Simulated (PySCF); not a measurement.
C4H7BO2, SMILES C=C=COB(C)O.

Coordinates come from a B3LYP-D3(BJ)/def2-SVP optimisation. The structure was generated by enumeration, and PubChem lists no compound with its InChIKey, so it may never have been made. Other conformers were not sampled.

The numbers are results of B3LYP-D3(BJ)/def2-SVP (PySCF), not measurements.

Harmonic, unscaled wavenumbers; measured fundamentals usually lie a few per cent lower.

```json
[
 {"mode": "1", "ν (cm⁻¹)": "22", "IR (km/mol)": "0.2", "moving atoms (share of kinetic energy)": "H 97 %"},
 {"mode": "2", "ν (cm⁻¹)": "54", "IR (km/mol)": "0.6", "moving atoms (share of kinetic energy)": "C 46 %, O 30 %, H 24 %"},
 {"mode": "3", "ν (cm⁻¹)": "120", "IR (km/mol)": "2.1", "moving atoms (share of kinetic energy)": "C 53 %, O 26 %, H 21 %"},
 {"mode": "4", "ν (cm⁻¹)": "142", "IR (km/mol)": "9.5", "moving atoms (share of kinetic energy)": "O 43 %, H 33 %, C 21 %"},
 {"mode": "5", "ν (cm⁻¹)": "254", "IR (km/mol)": "1.8", "moving atoms (share of kinetic energy)": "C 51 %, O 32 %, H 12 %"},
 {"mode": "6", "ν (cm⁻¹)": "300", "IR (km/mol)": "6.7", "moving atoms (share of kinetic energy)": "C 61 %, H 37 %"},
 {"mode": "7", "ν (cm⁻¹)": "318", "IR (km/mol)": "5.5", "moving atoms (share of kinetic energy)": "C 37 %, H 30 %, O 29 %"},
 {"mode": "8", "ν (cm⁻¹)": "483", "IR (km/mol)": "24.8", "moving atoms (share of kinetic energy)": "H 41 %, B 34 %, O 17 %"},
 {"mode": "9", "ν (cm⁻¹)": "512", "IR (km/mol)": "13.5", "moving atoms (share of kinetic energy)": "O 33 %, C 31 %, H 23 %, B 13 %"},
 {"mode": "10", "ν (cm⁻¹)": "535", "IR (km/mol)": "65.6", "moving atoms (share of kinetic energy)": "H 84 %, B 9 %"},
 {"mode": "11", "ν (cm⁻¹)": "565", "IR (km/mol)": "2.2", "moving atoms (share of kinetic energy)": "C 63 %, O 17 %, H 13 %"},
 {"mode": "12", "ν (cm⁻¹)": "644", "IR (km/mol)": "0.8", "moving atoms (share of kinetic energy)": "H 60 %, C 30 %, O 9 %"},
 {"mode": "13", "ν (cm⁻¹)": "828", "IR (km/mol)": "20.4", "moving atoms (share of kinetic energy)": "O 53 %, C 26 %, H 13 %"},
 {"mode": "14", "ν (cm⁻¹)": "860", "IR (km/mol)": "7.7", "moving atoms (share of kinetic energy)": "H 69 %, C 26 %"},
 {"mode": "15", "ν (cm⁻¹)": "892", "IR (km/mol)": "9.8", "moving atoms (share of kinetic energy)": "H 82 %, C 17 %"},
 {"mode": "16", "ν (cm⁻¹)": "902", "IR (km/mol)": "40.1", "moving atoms (share of kinetic energy)": "H 73 %, C 26 %"},
 {"mode": "17", "ν (cm⁻¹)": "904", "IR (km/mol)": "39.2", "moving atoms (share of kinetic energy)": "H 47 %, B 30 %, C 19 %"},
 {"mode": "18", "ν (cm⁻¹)": "989", "IR (km/mol)": "131.9", "moving atoms (share of kinetic energy)": "H 57 %, O 20 %, C 18 %"},
 {"mode": "19", "ν (cm⁻¹)": "1007", "IR (km/mol)": "0.5", "moving atoms (share of kinetic energy)": "H 66 %, C 34 %"},
 {"mode": "20", "ν (cm⁻¹)": "1053", "IR (km/mol)": "58.0", "moving atoms (share of kinetic energy)": "C 48 %, H 29 %, O 22 %"},
 {"mode": "21", "ν (cm⁻¹)": "1203", "IR (km/mol)": "42.5", "moving atoms (share of kinetic energy)": "H 53 %, C 26 %, O 15 %"},
 {"mode": "22", "ν (cm⁻¹)": "1282", "IR (km/mol)": "85.9", "moving atoms (share of kinetic energy)": "H 59 %, B 19 %, O 14 %"},
 {"mode": "23", "ν (cm⁻¹)": "1368", "IR (km/mol)": "88.6", "moving atoms (share of kinetic energy)": "H 77 %, C 19 %"},
 {"mode": "24", "ν (cm⁻¹)": "1385", "IR (km/mol)": "332.5", "moving atoms (share of kinetic energy)": "B 44 %, H 25 %, C 19 %, O 13 %"},
 {"mode": "25", "ν (cm⁻¹)": "1405", "IR (km/mol)": "435.9", "moving atoms (share of kinetic energy)": "H 49 %, B 32 %, O 14 %"},
 {"mode": "26", "ν (cm⁻¹)": "1448", "IR (km/mol)": "62.3", "moving atoms (share of kinetic energy)": "H 89 %"},
 {"mode": "27", "ν (cm⁻¹)": "1458", "IR (km/mol)": "194.7", "moving atoms (share of kinetic energy)": "H 61 %, B 29 %"},
 {"mode": "28", "ν (cm⁻¹)": "1485", "IR (km/mol)": "168.0", "moving atoms (share of kinetic energy)": "H 48 %, C 47 %"},
 {"mode": "29", "ν (cm⁻¹)": "2082", "IR (km/mol)": "9.1", "moving atoms (share of kinetic energy)": "C 98 %"},
 {"mode": "30", "ν (cm⁻¹)": "3023", "IR (km/mol)": "3.9", "moving atoms (share of kinetic energy)": "H 97 %"},
 {"mode": "31", "ν (cm⁻¹)": "3092", "IR (km/mol)": "15.3", "moving atoms (share of kinetic energy)": "H 91 %, C 9 %"},
 {"mode": "32", "ν (cm⁻¹)": "3098", "IR (km/mol)": "12.7", "moving atoms (share of kinetic energy)": "H 95 %"},
 {"mode": "33", "ν (cm⁻¹)": "3130", "IR (km/mol)": "11.1", "moving atoms (share of kinetic energy)": "H 91 %, C 9 %"},
 {"mode": "34", "ν (cm⁻¹)": "3168", "IR (km/mol)": "13.4", "moving atoms (share of kinetic energy)": "H 92 %, C 8 %"},
 {"mode": "35", "ν (cm⁻¹)": "3178", "IR (km/mol)": "3.0", "moving atoms (share of kinetic energy)": "H 89 %, C 11 %"},
 {"mode": "36", "ν (cm⁻¹)": "3884", "IR (km/mol)": "92.6", "moving atoms (share of kinetic energy)": "H 94 %"}
]
```
